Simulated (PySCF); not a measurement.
## Electron correlation in Ar²⁺ (argon, charge +2)

[Ne] 3s2 3p3 4s1, high-spin 5S determinant (an excited configuration). Calculation: PySCF 2.14, in aug-cc-pCVTZ-DK; scalar relativity by spin-free X2C-1e. Frozen: 1s2; 14 electrons correlated.

```json
{"level": "CCSD", "correlation energy (mhartree)": "-446.01"}
{"level": "(T)", "correlation energy (mhartree)": "-6.72"}
{"level": "CCSD(T)", "correlation energy (mhartree)": "-452.73"}
```

Diagnostics: T1 = 0.0055, D1 = 0.0274, largest double amplitude 0.053.

The outer electron is Rydberg-like, and this basis confines it to a smaller radius and binds it less than a complete one would.

Cost of the coupled-cluster step: about 16 core-seconds, for 14 correlated electrons.

Iterations:

```
CC2 = 0
CCSD nocc = (np.int64(9), np.int64(5)), nmo = (74, 74)
frozen orbitals [[0], [0]]
max_cycle = 100
direct = 0
conv_tol = 1e-08
conv_tol_normt = 1e-06
diis_space = 8
diis_start_cycle = 0
Init t2, MP2 energy = -0.428156409247166
Init E_corr(UCCSD) = -0.428156409283616
cycle = 1  E_corr(UCCSD) = -0.441618853219626  dE = -0.0134624439  norm(t1,t2) = 0.0357392
cycle = 2  E_corr(UCCSD) = -0.444981808125752  dE = -0.00336295491  norm(t1,t2) = 0.00981144
cycle = 3  E_corr(UCCSD) = -0.446038448710644  dE = -0.00105664058  norm(t1,t2) = 0.00335788
cycle = 4  E_corr(UCCSD) = -0.446015260751316  dE = 2.31879593e-05  norm(t1,t2) = 0.000282102
cycle = 5  E_corr(UCCSD) = -0.446009556602121  dE = 5.70414919e-06  norm(t1,t2) = 5.60218e-05
cycle = 6  E_corr(UCCSD) = -0.446010576132209  dE = -1.01953009e-06  norm(t1,t2) = 9.90122e-06
cycle = 7  E_corr(UCCSD) = -0.446010668518974  dE = -9.23867646e-08  norm(t1,t2) = 1.99406e-06
cycle = 8  E_corr(UCCSD) = -0.446010653145187  dE = 1.53737873e-08  norm(t1,t2) = 3.52765e-07
cycle = 9  E_corr(UCCSD) = -0.446010659720155  dE = -6.57496807e-09  norm(t1,t2) = 7.28486e-08
UCCSD converged
E(UCCSD) = -526.7982322873166  E_corr = -0.4460106597201546
UCCSD(T) correction = -0.00671595759285071
```
